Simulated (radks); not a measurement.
Values are calculated unless marked as measured or tabulated.
Q: The mean radii <r> (bohr) of the occupied orbitals of an atom or ion are listed with their occupations. Code: a radial shooting solver on a logarithmic mesh with Libxc functionals. Model: scalar-relativistic Kohn-Sham, XLYP, spin-polarised, spherical densities, finite nucleus; Fermi nuclear charge, rms radius of each element as measured or else 0.836 A^(1/3) + 0.57 fm.

| orbital | occ. | <r> |
|---|---|---|
| 1s up | 1 | 0.02074 |
| 1s down | 1 | 0.02074 |
| 2s up | 1 | 0.08809 |
| 2s down | 1 | 0.08809 |
| 2p up | 3 | 0.07806 |
| 2p down | 3 | 0.07806 |
| 3s up | 1 | 0.2299 |
| 3s down | 1 | 0.2298 |
| 3p up | 3 | 0.2289 |
| 3p down | 3 | 0.2288 |
| 3d up | 5 | 0.2079 |
| 3d down | 5 | 0.2078 |
| 4s up | 1 | 0.5188 |
| 4s down | 1 | 0.5189 |
| 4p up | 3 | 0.5501 |
| 4p down | 3 | 0.5502 |
| 4d up | 5 | 0.5963 |
| 4d down | 5 | 0.5968 |
| 5s up | 1 | 1.273 |
| 5s down | 1 | 1.281 |
| 5p up | 3 | 1.515 |
| 5p down | 3 | 1.527 |
| 4f up | 7 | 0.8399 |
| 6s up | 1 | 3.623 |
| 4f down | 4 | 0.8698 |

Name the element and its charge. Open shells, if any, are filled with parallel spins first.

A: Z = 67, holmium, charge +1: Ho+ in [Xe] 4f11 6s1. The 1s radius gives Z: for a bare nucleus <r> = (2 gamma + 1)/(2Z) with gamma = sqrt(1 - (Z/c)^2), 0.02048 bohr for Z = 67, and screening makes it slightly larger (0.02074 here). The occupations add up to 66, and the charge is Z minus that.
